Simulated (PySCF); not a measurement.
# Working out the ionisation energy of Ar²⁺

Ar²⁺ [Ne] 3s2 3p4 (3P) → Ar³⁺ [Ne] 3s2 3p3 (4S). Computed with PySCF 2.14 in dyall-av2z, with no relativity, point nucleus. Frozen: [Ne]; the 16 highest virtual orbitals dropped. Energies in hartree (1 hartree = 27.21139 eV):

```tsv
part	Ar²⁺ (lower)	Ar³⁺ (upper)
UHF	-525.291571	-523.848269
MP2 opposite-spin	-0.076023	-0.058758
MP2 same-spin	-0.024725	-0.021371
```

Problem. What does Hartree-Fock give?

Solution. (-523.848269) − (-525.291571) = 1.443302 hartree = 39.274 eV.

Problem. What do MP2 and SCS-MP2 (6/5 opposite-spin, 1/3 same-spin) give?

Solution. The opposite-spin parts differ by 0.470 eV and the same-spin parts by 0.091 eV. MP2: 39.274 + (0.470) + (0.091) = 39.835 eV. SCS-MP2: 39.274 + 1.2 × (0.470) + (0.091)/3 = 39.868 eV.

A first-order spin-orbit estimate adds 0.061 eV to MP2 (valence), giving 39.896 eV against 40.735 ± 0.012 eV (semi-empirical (NIST evaluation); NIST Atomic Spectra Database, ionization energies).

A double-zeta basis recovers only part of the correlation energy.

What remains against the reference includes basis incompleteness, the frozen core and correlation beyond second order.
